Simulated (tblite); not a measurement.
A tight-binding relaxation on `C=C(C)[C@@H](C#N)OC`.

Computed with GFN2-xTB geometry optimisation, gas phase (tblite 0.8.0). Start geometry: from a force field or distance geometry. The command runs a driver script over a list of jobs; the input below is this job's line of settings and its coordinates in Å.

Command:
```bash
OMP_NUM_THREADS=1 python probes_run.py task.json out
```

Input:
```
{"job": {"kind": "relax", "xc": "GFN2-xTB", "basis": "xTB"}, "charge": 0, "multiplicity": 1}
C     -0.985400     1.377300     1.058700
C     -0.787900     0.323600     0.248900
C     -1.621400     0.090400    -0.963600
C      0.320400    -0.685400     0.520900
C     -0.254600    -2.020200     0.873600
N     -0.706100    -3.053100     1.151700
O      1.161100    -0.796600    -0.634500
C      2.213700     0.165800    -0.637600
H     -0.387100     1.559300     1.946300
H     -1.787300     2.097400     0.857200
H     -2.157500    -0.866700    -0.909100
H     -2.393800     0.871200    -1.084900
H     -1.017300     0.100600    -1.860000
H      0.934600    -0.379300     1.385200
H      2.871800     0.018300     0.213900
H      1.803100     1.179700    -0.619400
H      2.786500     0.029700    -1.557000
```

Output:
```
step      E/eV     max force
  0    -662.22829    2.466
  1    -662.20211    5.940
  2    -662.29977    1.128
  3    -662.31420    1.028
  4    -662.33003    0.333
  5    -662.34351    0.294
  6    -662.34773    0.213
  7    -662.35059    0.146
  8    -662.35260    0.167
  9    -662.35419    0.129
... (51 lines left out)
 61    -662.38184    0.029
 62    -662.38189    0.019
 63    -662.38193    0.016
 64    -662.38197    0.022
 65    -662.38201    0.021
 66    -662.38205    0.013
 67    -662.38207    0.010
 68    -662.38209    0.011
 69    -662.38211    0.012
 70    -662.38212    0.008
```

«max force» is the largest atomic force in eV/Å.

Question: From which step on does the largest force stay under 0.1 eV/Å, and how much energy is left to gain from there?

Answer: From step 18 (0.071 eV/Å), 17.2 meV above the end.

In short: energy lowered by 3.5 kcal/mol over 70 steps; largest atomic force 0.008 eV/Å at the end.

Question: Give the final coordinates.

Answer: 0.186 Å rms from the input after alignment:
```
atom  x, y, z in Å
C1    -0.9179    1.3463    1.1013
C2    -0.7393    0.3191    0.2878
C3    -1.5333    0.0772   -0.9550
C4     0.3366   -0.7248    0.5609
C5    -0.3185   -2.0002    0.7993
N6    -0.8683   -2.9794    1.0072
O7     1.2406   -0.8768   -0.5201
C8     2.0987    0.2237   -0.6782
H9    -0.3278    1.4866    1.9918
H10   -1.6757    2.0870    0.9112
H11   -2.1489   -0.8139   -0.8297
H12   -2.1760    0.9240   -1.1794
H13   -0.8642   -0.1051   -1.7953
H14    0.8895   -0.4601    1.4814
H15    2.7279    0.3659    0.2094
H16    1.5416    1.1485   -0.8672
H17    2.7281   -0.0061   -1.5353
```

Run on one thread of an Arm Neoverse N1, on a shared host.
Labels such as C1 count atoms from 1, the log's own numbers from 0.
